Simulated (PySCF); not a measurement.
**Dipole moment and polarisability of `F[C@@H]([SiH3])[Si@@H](F)[SiH3]`**

Compound: CH8F2Si3.
Numbering: `[F:1][C@@H:2]([SiH3:3])[Si@@H:4]([F:5])[SiH3:6]` (hydrogens: H7 on C2; H8, H9, H10 on Si3; H11 on Si4; H12, H13, H14 on Si6)

Cartesian coordinates in Å at the GFN2-xTB level; atoms count from 1:
```xyz
14
CH8F2Si3 angstrom
F     -0.9342   -1.4523    1.1617
C     -0.9845   -0.8917   -0.1279
Si    -2.0445    0.7062   -0.0192
Si     0.8237   -0.7208   -0.7515
F      0.6349    0.0790   -2.1548
Si     2.1623    0.4741    0.6941
H     -1.5180   -1.6357   -0.7303
H     -1.3399    1.6503    0.8498
H     -2.2005    1.2223   -1.3764
H     -3.3363    0.3466    0.5649
H      1.2748   -2.0286   -1.2303
H      2.2894   -0.2026    1.9859
H      1.6562    1.8276    0.9531
H      3.5159    0.6251    0.1487
```

Level: PBE0/def2-SVPD (PySCF), static field, nuclei fixed, core orbitals frozen in the response. The polarisability tensor in these axes (au):

```
x   108.91  -0.76   3.05
y    -0.76  89.85   5.13
z     3.05   5.13  87.25
```

Q: Diagonalise the tensor; give its mean and Δα, where Δα² is half the sum of the squared differences of the eigenvalues.

A: Principal values 82.94, 93.74 and 109.33 au; mean 95.34 au = 14.13 Å³ = 15.72 × 10⁻⁴⁰ C²·m²/J; Δα = 22.98 au (24 % of the mean).

Q: What is the dipole moment?

A: 0.16 D at this geometry.

Q: Rayleigh depolarisation ratio (linearly polarised light, static tensor)?

A: ρ = 3Δα²/(45ᾱ² + 4Δα²) = 1584.3/(409018 + 2112.4) = 0.00385.

Q: Sum over states: ᾱ = Σ f/ω², ω in Eh. What share falls to these 8 lowest TDDFT singlets (eV, f)? 5.92, 0.0352; 6.37, 0.0108; 6.74, 0.0469; 7.14, 0.0186; 7.21, 0.0013; 7.67, 0.0060; 7.82, 0.0045; 7.82, 0.0012.

A: They add up to 2.14 au, 2.2 % of the 95.34 au; the largest single term is 0.76 au, from the state at 6.74 eV. Terms in order: 0.74, 0.20, 0.76, 0.27, 0.02, 0.08, 0.05, 0.01 au. Higher excitations give the rest. The strengths listed sum to 0.124.

Q: Give the principal axes and the span of the nuclei along them.

A: Largest value along (0.99, 0.00, 0.14), where the nuclei span 6.73 Å; middle along (-0.08, 0.80, 0.59), 4.39 Å; least along (-0.11, -0.60, 0.79), 3.72 Å. The response follows the extents in order.

Q: In a dilute gas of rigid molecules at 250 K, how does the orientational term μ²/3kT compare with the electronic polarisability?

A: In Gaussian units μ²/3kT = 0.25 Å³ against 14.13 Å³, a ratio of 0.02; the Debye molar polarisation (4π/3)N_A(α + μ²/3kT) is 36.3 cm³/mol, leaving out the vibrational part.

Q: Find the Langevin capture rate constant for NO+ (29.998 u) meeting this molecule (141.990 u), k = 2.342 × 10⁻⁹ cm³/s × √(α in Å³ / reduced mass in u).

A: The reduced mass is 24.77 u, so k = 1.77 × 10⁻⁹ cm³/s.

One conformer (not necessarily the lowest) at the GFN2-xTB geometry, without solvent, vibrations or thermal averaging. GFN2-xTB frequencies show an imaginary mode (32i cm⁻¹), so this geometry is no minimum at that level.
